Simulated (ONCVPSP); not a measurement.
**Configuration tests for nitrogen (N) (ONCV)**

```
Element                 : nitrogen
Generator               : ONCVPSP 4.0.1
Type                    : optimised norm-conserving Vanderbilt (ONCV)
Functional              : LDA (Perdew-Wang 92)
Relativity              : scalar-relativistic
Frozen core             : [He]
Valence charge          : 5
Reference configuration : 2s2 2p1 (charge +2)
Partial waves           : 2s: rc 0.95 bohr, ncon 4, nbas 7, qcut 8 1/bohr, 2 projectors, debl 3.1 Ha; 2p: rc 1.85 bohr, ncon 4, nbas 7, qcut 8.7 1/bohr, 1 projector
Local potential         : polynomial inside 0.85 bohr (lpopt 5, dvloc0 0 Ha)
Core correction         : Teter function, fcfact 2.75, rcfact 1.8
```

Energies are relative to the spin-unpolarised reference configuration 2s2 2p1; without spin polarisation the order of configurations can differ from experiment.

```
valence configuration  charge  ΔE all-electron (eV)  error AE − PS (meV)
              2s2 2p3       0               -42.703                 +198
              2s2 2p0      +3                47.170                 +227
              2s1 2p4       0               -31.499                 +367
```

(1) What are ΔE and the potential's error for 2s2 2p2?

Levels in the configuration 2s2 2p2:

| level | all-electron (eV) | pseudo (eV) |
| --- | --- | --- |
| 2s | -32.251 | -32.252 |
| 2p | -20.817 | -20.948 |

Answers

(1) ΔE = -28.972 eV all-electron; the error (AE − PS) is +91 meV.
